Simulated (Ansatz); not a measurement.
Species: H$_{2}$GaO, SMILES `[OH][GaH]` (H–O–Ga–H torsion 180°) (charge 0, multiplicity 2).

Task: Give a relaxed geometry from PBE0-D3(BJ)/def2-TZVP (Ansatz, a quantum-chemistry and plane-wave program).

Result: This is not unique; one that fits is the end point of this relaxation, one of several conformers (outside a Z-matrix the atoms follow the SMILES, hydrogens last).
Cartesian coordinates (Å) in one orientation:
```xyz
4

O     -0.884    -0.395    -0.013
Ga     0.624     0.584     0.005
H     -1.702     0.106    -0.036
H      1.961    -0.295     0.044
```
